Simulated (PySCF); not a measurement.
A side-by-side comparison of computed properties.

First species: CH8NPSi4.
SMILES: `N#C[Si]1(P)[SiH2][SiH2][SiH2]1`

Second species: C4H6N2O2.
SMILES with atom numbers: `[CH3:1][O:2][CH2:3][c:4]1[n:5][cH:6][n:7][o:8]1` (hydrogens: H9, H10, H11 on C1; H12, H13 on C3; H14 on C6)

Levels: PBE0/def2-SVPD for dipole moment, HOMO energy, LUMO energy, HOMO–LUMO gap, static isotropic polarisability and electronic spatial extent ⟨r²⟩ about the centre of nuclear charge; TDDFT PBE0/def2-SVPD for lowest singlet excitation; TDA PBE0/def2-SVPD for lowest triplet excitation (Tamm–Dancoff); GFN2-xTB for rotational constant A and rotational constant C. Geometries: GFN2-xTB. Each structure is a single optimised conformer of the isolated species, non-relativistic unless stated. Electronic properties by PySCF.

Dipoles, sizes and rotational constants follow the conformer. The torsions of the flexible species, by atom-mapped SMILES:
- `[N:1]#[C:2][Si:3]1([PH2:4])[SiH2:5][SiH2:6][SiH2:7]1`: H–P4–Si3–C2 -82°, H–P4–Si3–C2 -174°
- `[CH3:1][O:2][CH2:3][c:4]1[n:5][cH:6][n:7][o:8]1`: C1–O2–C3–C4 73°, O2–C3–C4–N5 -60°

Values for the first species:

| Item | Value |
| --- | --- |
| Dipole moment | 4.35 D |
| HOMO energy | -7.54 eV |
| LUMO energy | -2.17 eV |
| HOMO–LUMO gap | 5.37 eV |
| Lowest singlet excitation | 4.22 eV |
| Lowest triplet excitation (Tamm–Dancoff) | 3.83 eV |
| Static isotropic polarisability | 162.6 au |
| Electronic spatial extent ⟨r²⟩ about the centre of nuclear charge | 2073 bohr² |
| Rotational constant A | 1.240 GHz |
| Rotational constant C | 0.642 GHz |

Task: Estimate the same properties for the second species, and the change in each.

Result: 
```json
{"property": "dipole moment", "first": "4.35 D", "second": "1.97 D", "second less first": "-2.38 D"}
{"property": "HOMO energy", "first": "-7.54 eV", "second": "-8.02 eV", "second less first": "-0.48 eV"}
{"property": "LUMO energy", "first": "-2.17 eV", "second": "-1.04 eV", "second less first": "+1.13 eV"}
{"property": "HOMO–LUMO gap", "first": "5.37 eV", "second": "6.98 eV", "second less first": "+1.61 eV"}
{"property": "lowest singlet excitation", "first": "4.22 eV", "second": "5.67 eV", "second less first": "+1.45 eV"}
{"property": "lowest triplet excitation (Tamm–Dancoff)", "first": "3.83 eV", "second": "4.59 eV", "second less first": "+0.76 eV"}
{"property": "static isotropic polarisability", "first": "162.6 au", "second": "65.7 au", "second less first": "-96.9 au"}
{"property": "electronic spatial extent ⟨r²⟩ about the centre of nuclear charge", "first": "2073 bohr²", "second": "963 bohr²", "second less first": "-1110 bohr²"}
{"property": "rotational constant A", "first": "1.240 GHz", "second": "5.530 GHz", "second less first": "+4.290 GHz"}
{"property": "rotational constant C", "first": "0.642 GHz", "second": "1.203 GHz", "second less first": "+0.561 GHz"}
```

On the first: The principal polarisabilities are 143.3, 153.0 and 191.4 au; their mean is the isotropic value. S1 lies 1.15 eV below the HOMO–LUMO gap; its leading configuration is HOMO→LUMO, weight 0.84.

On the second: A dipole of 1.97 D is allowed in C1, and pure rotational transitions are dipole-allowed. The 6 singlets span 5.67 to 7.55 eV, and their oscillator strengths add up to 0.24.
